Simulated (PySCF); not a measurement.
C3H5BO2.
Structure used (PBE0-D3(BJ)/def2-SVP), in Å, numbered top down from 1:
```xyz
11
C3H5BO2 angstrom
C     -2.537   -0.184    0.258
C     -1.102    0.024    0.181
C      0.099    0.217    0.116
B      1.621    0.422    0.034
O      2.482   -0.637   -0.035
O      2.131    1.678    0.028
H     -2.968    0.375    1.104
H     -2.785   -1.248    0.390
H     -3.031    0.168   -0.661
H      2.021   -1.480   -0.027
H      3.093    1.659   -0.029
```

The calculation used PySCF, TDDFT CAM-B3LYP/def2-SVPD, vertical, gas phase, core orbitals frozen in the response.

Transition dipole moments from the ground state, in atomic units and in the frame of the coordinates above (overall signs are arbitrary), for the states with f of 0.002 or more among the lowest 10:

```json
{"state": "S2", "E (eV)": "6.122", "μx": "0.527", "μy": "0.062", "μz": "-0.006"}
{"state": "S4", "E (eV)": "6.982", "μx": "0.273", "μy": "-0.339", "μz": "-0.019"}
{"state": "S5", "E (eV)": "7.079", "μx": "0.011", "μy": "-0.004", "μz": "0.237"}
{"state": "S6", "E (eV)": "7.869", "μx": "-0.370", "μy": "0.139", "μz": "0.024"}
{"state": "S9", "E (eV)": "8.413", "μx": "1.569", "μy": "0.243", "μz": "-0.091"}
{"state": "S10", "E (eV)": "8.633", "μx": "-0.374", "μy": "0.570", "μz": "0.035"}
```

Q: Work out the oscillator strengths.

A: f = (2/3) ΔE |μ|² with ΔE in hartree (27.2114 eV).

| state | \|μ\|² (au) | \|μ\| (D) | f |
| --- | --- | --- | --- |
| S2 | 0.282 | 1.35 | 0.042 |
| S4 | 0.190 | 1.11 | 0.032 |
| S5 | 0.057 | 0.60 | 0.010 |
| S6 | 0.156 | 1.01 | 0.030 |
| S9 | 2.530 | 4.04 | 0.521 |
| S10 | 0.466 | 1.73 | 0.098 |

Q: Which bond between heavy atoms lies closest to the direction of the S9 transition dipole?

A: C2–C3, C1–C2 and C3–B4, at 0° from it; next B4–O6 and B4–O5 at 59°.

Q: What angle do the transition dipoles of S2 and S4 make?

A: |cos θ| = |μa·μb| / (|μa| |μb|) = 0.53, so θ ≈ 58° (taken between 0 and 90°, since the signs are arbitrary).

Q: How is the summed strength of these states shared among x, y and z?

A: (2/3) Σ ΔE μα² gives 0.618 for x, 0.105 for y and 0.012 for z, 0.735 in all.

Q: What peak molar absorption coefficient would the strongest computed level give as a lone Gaussian band 0.3 eV wide at half height?

A: ε(max) = 2.175×10⁸ f / FWHM, with the width in cm⁻¹. S9: 2.175×10⁸ × 0.5215 / 2420 ≈ 47000 L mol⁻¹ cm⁻¹.

The vertical ionisation energy (ΔSCF) is 10.09 eV, 1.46 eV above S10.

One conformer stands for the species.
